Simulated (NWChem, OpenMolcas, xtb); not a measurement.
**A ladder of methods for SnNH2F (SMILES [NH2][Sn][F])**

SnNH2F: 5 atoms, total charge 0, spin state singlet. As SMILES, `[NH2][Sn][F]`. Geometry: relaxed at PBE0-D4/def2-TZVP. This is one conformer, not always the lowest.

Each level gives the electronic atomisation energy (eV). The values are calculated. Electronic energies at fixed atoms, without zero-point motion or spin-orbit coupling.

| level | kind | program | value (eV) | less CCSD(T)/def2-SVP | CPU time (all runs) |
| --- | --- | --- | --- | --- | --- |
| GFN2-xTB | semi-empirical | xtb | 22.44 | +7.66 | under 2 s |
| HF/def2-SVP (core potential) | Hartree–Fock | NWChem | 9.95 | -4.83 | 14 s |
| SVWN5/def2-SVP (core potential) | LDA | OpenMolcas | 19.16 | +4.38 | 39 s |
| PBE/def2-SVP (core potential) | GGA | OpenMolcas | 16.71 | +1.93 | 49 s |
| M06-L/def2-SVP (core potential) | meta-GGA | OpenMolcas | 16.44 | +1.66 | 57 s |
| r2SCAN/def2-SVP (core potential) | meta-GGA | OpenMolcas | 16.08 | +1.30 | 72 s |
| PBE0/def2-SVP (core potential) | global hybrid | OpenMolcas | 15.91 | +1.13 | 45 s |
| MP2/def2-SVP (core potential) | perturbation theory | NWChem | 15.13 | +0.35 | 25 s |
| CCSD(T)/def2-SVP (core potential) | coupled cluster or CI | OpenMolcas | 14.78 | 0.00 | 53 s |

Differences are taken from CCSD(T)/def2-SVP (core potential) for orientation; it has basis-set and higher-order errors of its own. The values span 9.95 to 22.44 eV. The xTB rows lack spin polarisation, so open shells miss the exchange term that lowers them. In the correlated wave-function rows the outer d shell of Sn is correlated, in sets not made for it. CPU times are rough (shared hosts, several kinds of processor): they show what a rung costs within a factor of a few.
